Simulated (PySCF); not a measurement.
# Bond lengths and vibrations by method: B2Cl2H2

All numbers below are calculated, not measured. They come from PySCF 2.14.0, an open-source quantum chemistry program, on an isolated molecule that a program drew, which may never have been made. The molecule is B2Cl2H2 (charge 0, singlet), drawn as the SMILES string `BB(Cl)Cl`.

The geometry was optimised and harmonic frequencies were computed with HF and MP2, all in the cc-pV(D+d)Z basis, for the commonest isotopes, with a restricted reference for singlets and an unrestricted one otherwise, and a frozen core in MP2. Each result is a local minimum of its method.

Geometry at the HF minimum:
```xyz
6
B2Cl2H2, angstrom
B    -1.3093    1.2729   -2.9675
B    -0.9095    0.2861   -1.6484
Cl   -1.2367   -1.4470   -1.6864
Cl   -0.1566    0.9713   -0.2075
H    -0.5219    1.4659   -3.8508
H    -2.3860    1.7953   -3.0394
```

Lengths of the bonds as drawn, in Å (atoms numbered as above):
```
  bond     HF    MP2
 B1-B2  1.695  1.693
B2-Cl3  1.764  1.757
B2-Cl4  1.764  1.757
 B1-H5  1.199  1.207
 B1-H6  1.199  1.207
```

Rotational constants, in GHz:
| constant | HF | MP2 |
|---|---|---|
| A | 5.979 | 6.046 |
| B | 3.1 | 3.1 |
| C | 2.077 | 2.086 |

Harmonic frequencies in cm^-1, each column in rising order, so a row needn't be the same motion in every method:
```
rank,HF,MP2
1,173,144
2,252,252
3,276,269
4,339,322
5,536,534
6,777,741
7,888,890
8,1040,1021
9,1068,1050
10,1284,1227
11,2687,?
12,2762,2714
```

**Estimate the missing MP2 frequency from the HF column.**

A single factor s that minimises the squared misfit of MP2 against s times HF over the other rows is sum(HF x MP2) / sum(HF^2) = 0.9789, with an rms misfit of 16 cm^-1. For rank 11 it gives 0.9789 x 2687 = 2630 cm^-1. The calculation gives 2632 cm^-1, 2 cm^-1 above the estimate. The drawn bonds are on average 0.1 % longer in MP2 than in HF.
